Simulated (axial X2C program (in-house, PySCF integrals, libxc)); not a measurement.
**CeCl⁺: the levels of the configuration f1 s1 d(πδ)0**

Calculated with an in-house all-electron X2C program for linear molecules (integrals from PySCF): two-component X2C with atomic mean-field Coulomb and Gaunt terms, basis Ce dyall-v3z, Cl dyall-v3z (cores contracted in-house). Orbitals come from Hartree–Fock averaged over the configuration Ce f1 s1 d(πδ)0; CI then distributes these electrons over the f, s, d(πδ) shells of Ce.

R = 2.475 Å (near the minimum of the configuration average).

Active spinors (ω > 0):

| shell | ω | ε (eV) | character |
| --- | --- | --- | --- |
| f | 5/2 | 0.87 | 100% Ce f |
| f | 3/2 | 0.94 | 100% Ce f |
| f | 1/2 | 0.94 | 99% Ce f |
| f | 7/2 | 1.05 | 100% Ce f |
| f | 5/2 | 1.12 | 100% Ce f |
| f | 1/2 | 1.14 | 99% Ce f |
| f | 3/2 | 1.15 | 99% Ce f |
| s | 1/2 | -7.73 | 66% Ce s, 30% Ce d |
| d(πδ) | 3/2 | -4.03 | 100% Ce d |
| d(πδ) | 5/2 | -3.96 | 100% Ce d |
| d(πδ) | 1/2 | -3.61 | 84% Ce d, 8% Ce p, 4% Cl p |
| d(πδ) | 3/2 | -3.52 | 85% Ce d, 7% Ce p, 4% Cl p |

Lowest levels of this model:

| Ω | energy (cm⁻¹) | g∥ | configuration |
| --- | --- | --- | --- |
| 4 | 0 | 6.27 | 99% f1 d(πδ)1 |
| 0 | 542 | 0.00 | 96% f1 d(πδ)1 |
| 1 | 860 | 1.69 | 96% f1 d(πδ)1 |
| 3 | 1079 | 4.87 | 86% f1 d(πδ)1 + 14% f1 s1 |
| 2 | 1353 | 3.08 | 93% f1 d(πδ)1 + 6% f1 s1 |
| 5 | 1479 | 10.11 | 100% f1 d(πδ)1 |
| 1 | 1715 | 3.34 | 82% f1 d(πδ)1 + 17% f1 s1 |
| 4 | 1735 | 8.14 | 98% f1 d(πδ)1 |
| 2 | 1817 | 5.08 | 79% f1 d(πδ)1 + 20% f1 s1 |
| 0 | 1923 | 0.00 | 85% f1 d(πδ)1 + 14% f1 s1 |
| 3 | 1973 | 6.16 | 76% f1 d(πδ)1 + 23% f1 s1 |
| 0 | 1985 | 0.00 | 84% f1 d(πδ)1 + 16% f1 s1 |
| 1 | 2568 | 0.83 | 92% f1 d(πδ)1 + 7% f1 s1 |
| 4 | 2741 | 8.03 | 100% f1 d(πδ)1 |
| 2 | 2790 | 2.85 | 56% f1 s1 + 44% f1 d(πδ)1 |
| 3 | 2804 | 6.03 | 73% f1 d(πδ)1 + 26% f1 s1 |
| 6 | 2969 | 14.00 | 99% f1 d(πδ)1 |
| 0 | 3236 | 0.00 | 84% f1 d(πδ)1 + 16% f1 s1 |
| 1 | 3352 | 2.02 | 75% f1 d(πδ)1 + 25% f1 s1 |
| 2 | 3353 | 3.01 | 56% f1 s1 + 43% f1 d(πδ)1 |
| 2 | 3744 | 4.25 | 80% f1 d(πδ)1 + 19% f1 s1 |
| 1 | 3751 | 0.85 | 74% f1 s1 + 26% f1 d(πδ)1 |
| 5 | 3955 | 11.89 | 100% f1 d(πδ)1 |
| 0 | 4056 | 0.00 | 96% f1 d(πδ)1 |
| 3 | 4069 | 7.10 | 82% f1 d(πδ)1 + 18% f1 s1 |
| 3 | 4131 | 6.11 | 63% f1 s1 + 37% f1 d(πδ)1 |
| 0 | 4173 | 0.00 | 76% f1 s1 + 24% f1 d(πδ)1 |
| 2 | 4198 | 4.43 | 64% f1 s1 + 36% f1 d(πδ)1 |
| 4 | 4206 | 9.61 | 92% f1 d(πδ)1 + 8% f1 s1 |
| 1 | 4294 | 2.42 | 62% f1 d(πδ)1 + 37% f1 s1 |

g∥ is the magnitude of 2⟨Lz + ge Sz⟩ for the +Ω component.

Task: From Ω and g∥ of the lowest level, whose 2⟨Lz + ge Sz⟩ is positive, find ⟨Sz⟩ and ⟨Lz⟩ (ge = 2.0023).

Result: Ω = ⟨Lz⟩ + ⟨Sz⟩ = 4 and ⟨Lz⟩ + ge⟨Sz⟩ = 3.135, so ⟨Sz⟩ = -0.86 and ⟨Lz⟩ = 4.86.

Occupations of the active spinors in the lowest level by ω, shell by shell in order of energy: -7/2: 0.00; -5/2: 0.00 0.00 0.00; -3/2: 0.00 0.00 0.00 0.00; -1/2: 0.00 0.00 0.00 0.00; 1/2: 0.00 0.00 0.00 0.01; 3/2: 0.01 0.00 0.96 0.02; 5/2: 0.99 0.00 0.00; 7/2: 0.01. The leading determinant has weight 0.96 among 16.

This point took 2.5 s on 1 thread of Arm Neoverse N1, with other jobs on the host.

Dynamic correlation is missing, so gaps between terms are too wide and other configurations may lie lower; the lowest level listed is that of this model, not necessarily the ground state. The lowest levels belong to f1 d(πδ)1, not to the averaged configuration, so orbitals and distance suit them less well. At most 6 roots were kept for each Ω > 0 (twice that for Ω = 0) within 2.2 eV of the lowest, so higher up levels can be missing between those listed; levels with Ω > 0 are doubly degenerate and listed once, Ω = 0 levels singly. States that fill the shells left empty in the average are placed too high.
